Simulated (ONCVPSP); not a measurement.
# Br, ONCV: configuration errors across variants

- Element: Br (Z = 35)
- Generator: ONCVPSP 4.0.1
- Type: optimised norm-conserving Vanderbilt (ONCV)
- Functional: PW91
- Relativity: scalar-relativistic
- Frozen core: [Ar] 3d10
- Valence charge: 7
- Reference configuration: 4s2 4p5
- Partial waves: 4s: rc 1.40 bohr, ncon 4, nbas 8, qcut 4.6 1/bohr, 2 projectors, debl 2 Ha; 4p: rc 1.30 bohr, ncon 3, nbas 6, qcut 5.7 1/bohr, 2 projectors, debl 2.8 Ha; d scattering state at 0.11 Ha: rc 1.25 bohr, ncon 3, nbas 6, qcut 6.6 1/bohr, 2 projectors, debl 0.6 Ha
- Local potential: polynomial inside 1.15 bohr (lpopt 5, dvloc0 3 Ha)
- Core correction: Teter function, fcfact 3.5, rcfact 1.15

All-electron excitation energies from the reference (eV): (1) 4s2 4p4 12.611; (2) 4s2 4p3 35.443; (3) 4s2 4p2 69.517; (4) 4s2 4p1 115.661.

1 further variants failed, have other tests or too few solved ones, and are left out.

A true bound ghost makes a file unfit for plane-wave use even where its test errors are small: the radial tests pick states by their node count and pass the ghost by.

Errors AE − PS in meV (a dash: test not solved or not reliable):

| change | (1) | (2) | (3) | (4) | bound ghosts | GHOST(+) flags above zero |
| --- | --- | --- | --- | --- | --- | --- |
| base | -4.5 | -14 | -30 | -43 | d | s, d |
| all radii but the core radius scaled by about 0.90 (s 1.26, p 1.16, d 1.12 bohr); local potential polynomial inside 1.02 bohr (lpopt 5, dvloc0 3 Ha) | -8.4 | -27 | -59 | -99 | p, d | s, d |
| all radii but the core radius scaled by about 1.15 (s 1.62, p 1.50, d 1.44 bohr); local potential polynomial inside 1.32 bohr (lpopt 5, dvloc0 3 Ha) | -2.8 | -9.6 | -19 | -20 | d | s |
| all radii but the core radius scaled by about 1.24 (s 1.74, p 1.60, d 1.54 bohr); local potential polynomial inside 1.42 bohr (lpopt 5, dvloc0 3 Ha) | -2.6 | -8.8 | -17 | -15 | d | none |
| all radii but the core radius scaled by about 1.29 (s 1.80, p 1.68, d 1.60 bohr); local potential polynomial inside 1.48 bohr (lpopt 5, dvloc0 3 Ha) | -2.5 | -8.7 | -17 | -15 | d | s |

Problem. Give the same row for: all radii but the core radius scaled by about 1.06 (s 1.48, p 1.38, d 1.32 bohr); local potential polynomial inside 1.22 bohr (lpopt 5, dvloc0 3 Ha).

Solution. -3.5, -12, -24, -32; bound ghosts: d; GHOST(+) flags above zero: s.
